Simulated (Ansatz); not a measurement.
Computed with Ansatz on PBE0-D4/def2-TZVP structures; ΔE is electronic, products minus reactants. CBS: MP2 limit from def2 TZ/QZ plus the TZ coupled-cluster correction, frozen cores. This one scheme is used for every species. DFT in def2-TZVPP. B3LYP here is the variant with VWN-RPA as its local correlation; programs differ in this. Each species was taken in one conformer, which may not be the lowest.

Reaction (ligand exchange at a B–S bond): `FB(S)Cl` + CH₃OH → `COB(F)Cl` + H₂S

`FB(S)Cl`:

Z-matrix (Å, degrees):
```
B
F 1 1.319
Cl 1 1.749 2 118.8
S 1 1.794 2 121.9 3 -180.0
H 4 1.344 1 95.1 2 -0.0
```

CH₃OH:

```xyz
6

C     0.207   -0.263   -0.122
O    -0.994    0.396    0.206
H    -0.064   -1.234   -0.537
H     0.844   -0.433    0.755
H     0.788    0.280   -0.878
H    -0.780    1.255    0.576
```

`COB(F)Cl`:

Z-matrix (Å, degrees):
```
C
O 1 1.414
H 1 1.091 2 111.7
H 1 1.091 2 108.6 3 -120.9
H 1 1.090 2 108.2 3 120.8
B 2 1.333 1 126.0 3 5.7
Cl 6 1.765 2 124.1 1 -0.3
F 6 1.320 2 118.3 1 179.8
```

H₂S:

```xyz
3

S    -0.180   -0.041    0.591
H     0.835   -0.568   -0.109
H    -0.654    0.609   -0.482
```

(1) Is it downhill or uphill in electronic energy at CCSD(T)/CBS, and by how much? (Estimate.)

(2) What do these levels give: LDA (SPW92), revPBE-D4, B97M-V, B3LYP-D4, r2SCANh-D4, CAM-B3LYP-D4, B3LYP, r2SCAN0, CCSD/def2-SVP, MP2/def2-TZVPP, HF/def2-QZVPP, CCSD/CBS(def2)? (Best estimate.)

Largest T1 diagnostic among the species: 0.012.

## Answers

(1) Ansatz gave: Downhill: ΔE = -73.5 kJ/mol.

(2) The calculation gave: LDA (SPW92) -73.6, revPBE-D4 -61.0, B97M-V -72.8, B3LYP-D4 -75.7, r2SCANh-D4 -72.0, CAM-B3LYP-D4 -81.6, B3LYP -75.0, r2SCAN0 -73.1, CCSD/def2-SVP -86.5, MP2/def2-TZVPP -72.0, HF/def2-QZVPP -88.8, CCSD/CBS(def2) -76.1 kJ/mol.

At CCSD(T), def2-SVP lies −11.5 kJ/mol from the extrapolated value and def2-TZVPP −2.0 kJ/mol. From PBE to PBE0 (25 % exact exchange), in def2-TZVPP and without D4, ΔE moves by −4.4 kJ/mol. Leaving LDA and LC-ωPBE aside and taking each functional with its dispersion term where it has one, the values spread over 20.5 kJ/mol, from CAM-B3LYP-D4 to revPBE-D4. LDA lies −11.1 kJ/mol from PBE without D4.
